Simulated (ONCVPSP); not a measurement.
# Pseudopotential generation for S (Z = 16): ONCV, PBE, scalar-relativistic.

| Property | Result |
| --- | --- |
| Element | S (Z = 16) |
| Generator | ONCVPSP 4.0.1 |
| Type | optimised norm-conserving Vanderbilt (ONCV) |
| Functional | PBE |
| Relativity | scalar-relativistic |
| Frozen core | [Ne] |
| Valence charge | 6 |
| Reference configuration | 3s2 3p4 |
| Partial waves | 3s: rc 1.30 bohr, ncon 4, nbas 8, qcut 5.9 1/bohr, 2 projectors, debl 0.6 Ha; 3p: rc 1.20 bohr, ncon 5, nbas 9, qcut 5.4 1/bohr, 2 projectors, debl 2.9 Ha; d scattering state at 0.18 Ha: rc 1.40 bohr, ncon 5, nbas 8, qcut 8.1 1/bohr, 2 projectors, debl 3.6 Ha |
| Local potential | polynomial inside 0.75 bohr (lpopt 5, dvloc0 1 Ha) |
| Core correction | Teter function, fcfact 2.25, rcfact 1.75 |

In the s channel the program set the typed energies aside and used -0.634, 0.250 Ha.

All-electron outer shells of the reference configuration (PBE, scalar-relativistic, ld1.x):

| shell | level (eV) | outermost node (bohr) | outermost maximum (bohr) |
| --- | --- | --- | --- |
| 2s | -211.71 | 0.13 | 0.39 |
| 2p | -156.51 | – | 0.33 |
| 3s | -17.26 | 0.60 | 1.40 |
| 3p | -7.01 | 0.58 | 1.61 |

Results:

```
Cutoffs needed             : 142 Ha and 178 Ha (the cutoffs (Ha) at which the residual kinetic energy of the hardest occupied pseudo-wave falls to 1 and 0.1 mHa per electron)
Ghost test                 : ghosts flagged at negative energy: p at -8095.2 eV; GHOST(+) flagged for s at 52.7 eV; a true bound ghost makes a file unfit for plane-wave use
Largest excitation error   : -25 meV (all-electron minus pseudo) for 3s2 3p1, out of 4 test configurations
rms error of d²Exc/dni dnj : 1.50 mHa without and 2.07 mHa with the model core
```

Generation and tests took about 2.7 s on one core of a shared server CPU.
